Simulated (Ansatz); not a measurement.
Input for Ansatz (a quantum-chemistry and plane-wave program): R-PBE0/def2-TZVPP on C2H4 (SMILES C=C).

Ansatz 0.2 input:
```yaml
crystal:
  periodic: [false, false, false]
  atoms:
    - {symbol: C, position_ang: [-0.66112664, -0.03924660, -0.00466731]}
    - {symbol: C, position_ang: [0.66112664, 0.03924660, 0.00466731]}
    - {symbol: H, position_ang: [-1.28478287, 0.83544969, 0.13534147]}
    - {symbol: H, position_ang: [-1.17489083, -0.98146548, -0.15269761]}
    - {symbol: H, position_ang: [1.28478287, -0.83544969, -0.13534147]}
    - {symbol: H, position_ang: [1.17489083, 0.98146548, 0.15269762]}
basis:
  gaussian:
    orbitals: def2-TZVPP
hamiltonian:
  xc: {name: PBE0}
scf: {lower_state_search: off}
```

Question: Predict the final total energy.

Answer: -78.5136 hartree.
